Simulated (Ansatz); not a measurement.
Calculated with Ansatz (gas phase, PBE0-D4/def2-TZVP geometries, no zero-point term in ΔE). CCSD(T)/CBS adds triple-zeta CCSD(T) − MP2 to the extrapolated MP2 energy (def2 sets, frozen cores). DFT in def2-TZVPP. For Ge outer-core shells are correlated without core-valence functions, which leaves a few kJ/mol of doubt a bond. Scalar relativity is left out up to krypton. Each species was taken in one conformer, which may not be the lowest.

`[CH3][GeH2][SiH2]Cl` + `O[SiH2]F` → `O[SiH](F)[SiH2]Cl` + `[CH3][GeH3]`  (formal exchange of groups at the Si–Ge bond)

```json
{"level": "ωB97X-V", "ΔE (kcal/mol)": "5.6"}
{"level": "MP2/CBS(def2)", "ΔE (kcal/mol)": "8.1"}
```

Question: What does CCSD(T)/CBS give? (Estimate.)

Answer: Computed: +7.0 kcal/mol. The listed levels differ from it by -1.4, 1.1 kcal/mol.

Largest T1 diagnostic among the species: 0.012.
